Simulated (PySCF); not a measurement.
# Basis-set dependence of BeN at CCSD(T)

PySCF, UHF reference; quartet, unpaired electrons σ ↑, π ↑↑; De to Be + N without counterpoise correction. Frozen cores follow the default of each basis and core potential.

```
      basis     relativity  functions  Re (Å)  ωe (cm⁻¹)  De (eV)  frozen orbitals
      3-21G  no relativity         18   1.673        844     0.64                1
 6-31G(d,p)  no relativity         28   1.619        909     1.07                1
aug-pcseg-1  no relativity         36   1.652        829     1.02                1
  def2-TZVP  no relativity         50   1.618        912     1.26                1
```

Q: How does each smaller set differ from the one with most functions, def2-TZVP?

A: 3-21G: +5.5 pm, -7.5 % in ωe, -0.62 eV in De; 6-31G(d,p): +0.1 pm, -0.3 % in ωe, -0.19 eV in De; aug-pcseg-1: +3.4 pm, -9.1 % in ωe, -0.24 eV in De. All at CCSD(T); the set with most functions is neither the basis-set limit nor always the best.

Correlated steps freeze 1 core orbital. Correlated levels converge slowly with the basis: in double zeta they bind strong bonds too weakly, by up to about 1 eV, and carry superposition errors of some tenths. 3-21G is very small, so such numbers show the basis as much as the molecule. The state was picked by a PBE0 search and need not be the measured ground state.
